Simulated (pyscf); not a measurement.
Optimised with ωB97X-D3(BJ)/def2-SVP in PySCF. Correlated levels are frozen-core, on RHF or UHF. ΔMP2 is the change of the MP2 total energy from the triple- to the quadruple-zeta basis.

Problem. How much does it cost (ΔH, 298 K, CCSD(T)/def2-TZVPP + ΔMP2(QZVPP)) to split H₂B–PH–SiH: [singlet] at its B–P bond into BH₂• + [HSi=PH]•?

Solution. B–P to BH₂• + [HSi=PH]•: 86.4 kcal/mol. The radicals are drawn with the spin at the cut bond; how far it spreads was not checked. H₂B–PH–SiH: [singlet] lies 6.2 kcal/mol over its isomer H₂B–P=SiH₂, and others may lie lower still (electronic energy, ωB97M-D3(BJ)). [HSi=PH]• lies 5.2 kcal/mol over its isomer H₂Si=P•, and others may lie lower still (electronic energy, ωB97M-D3(BJ)). The CCSD(T) − MP2 part came from Ansatz, without density fitting, on the same reference. An open-shell T1 diagnostic exceeds 0.045. A UHF reference is spin-contaminated (<S²> up to 1.15), which harms MP2 most.
